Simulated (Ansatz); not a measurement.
Calculated with Ansatz (gas phase, PBE0-D4/def2-TZVP geometries, no zero-point term in ΔE). CCSD(T)/CBS adds triple-zeta CCSD(T) − MP2 to the extrapolated MP2 energy (def2 sets, frozen cores). This one scheme is used for every species. DFT in def2-TZVPP. Each species was taken in one conformer, which may not be the lowest.

`BC([SiH3])[SiH2]Cl` + `BN` → `BN[SiH2]Cl` + `BC[SiH3]`  (ligand exchange at the Si–C bond)

(1) Is it downhill or uphill in electronic energy at CCSD(T)/CBS, and by how much? (An estimate is asked.)

(2) What do these levels give: ωB97X-V, B2PLYP, CCSD/def2-TZVPP, CCSD(T)/def2-TZVPP, MP2/def2-QZVPP, MP2/CBS(def2)? (Best estimate.)

Largest T1 diagnostic among the species: 0.012.

Results:

(1) Computed: Downhill: ΔE = -28.6 kJ/mol.

(2) Ansatz gave: ωB97X-V -29.3, B2PLYP -35.6, CCSD/def2-TZVPP -32.3, CCSD(T)/def2-TZVPP -28.9, MP2/def2-QZVPP -27.9, MP2/CBS(def2) -27.5 kJ/mol.

In def2-TZVPP, CCSD(T) changes the Hartree–Fock value by +21.9 kJ/mol (the triples alone add +3.4 kJ/mol) and MP2 by +23.1 kJ/mol. The D4 term adds +7.9 kJ/mol with B3LYP and +4.5 kJ/mol with PBE0; it sums over pairs of atoms, weighted by their polarisabilities, and B3LYP, whose exchange is more repulsive, gets the larger term.

B3LYP here is the variant with VWN-RPA as its local correlation; programs differ in this.
